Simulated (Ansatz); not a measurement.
Reaction (substitution at a C–B bond): `BB(C)CC` + HI → `CCI` + `BBC`

Program: Ansatz. Geometries: PBE0-D4/def2-TZVP. ΔE: electronic, gas phase. CBS: MP2 limit from def2 TZ/QZ plus the TZ coupled-cluster correction, frozen cores. DFT in def2-TZVPP. B3LYP here is the variant with VWN-RPA as its local correlation; programs differ in this. def2 core potentials past Kr. For I outer-core shells are correlated without core-valence functions, which leaves a few kJ/mol of doubt a bond. One conformer a species, not always the lowest.

| level | ΔE (kJ/mol) | difference from CCSD(T)/CBS |
| --- | --- | --- |
| PBE-D4 | 35.8 | 3.4 |
| r2SCAN-D4 | 37.5 | 5.1 |
| PBE0-D4 | 38.9 | 6.5 |
| B3LYP-D4 | 34.4 | 2.0 |
| ωB97X-V | 38.2 | 5.8 |
| ωB97M-V | 39.6 | 7.2 |
| B2PLYP | 32.1 | -0.3 |
| PBE | 33.2 | 0.8 |
| r2SCAN | 36.2 | 3.8 |
| PBE0 | 36.4 | 4.0 |
| B3LYP | 30.9 | -1.5 |
| HF/def2-TZVPP | 31.3 | -1.1 |
| MP2/def2-TZVPP | 33.9 | 1.5 |
| SCS-MP2/def2-TZVPP | 31.6 | -0.8 |
| CCSD/def2-TZVPP | 38.8 | 6.4 |
| CCSD(T)/def2-TZVPP | 37.8 | 5.4 |
| HF/def2-QZVPP | 31.0 | -1.4 |
| MP2/def2-QZVPP | 30.7 | -1.7 |
| SCS-MP2/def2-QZVPP | 28.9 | -3.5 |
| HF/CBS(def2) | 31.0 | -1.4 |
| MP2/CBS(def2) | 28.6 | -3.8 |
| CCSD/CBS(def2) | 33.5 | 1.1 |
| CCSD(T)/CBS | 32.4 | 0 |

Largest T1 diagnostic among the species: 0.011.

From PBE to PBE0 (25 % exact exchange), in def2-TZVPP and without D4, ΔE moves by +3.3 kJ/mol. The D4 term adds +3.4 kJ/mol with B3LYP and +2.4 kJ/mol with PBE0; it sums over pairs of atoms, weighted by their polarisabilities, and B3LYP, whose exchange is more repulsive, gets the larger term.
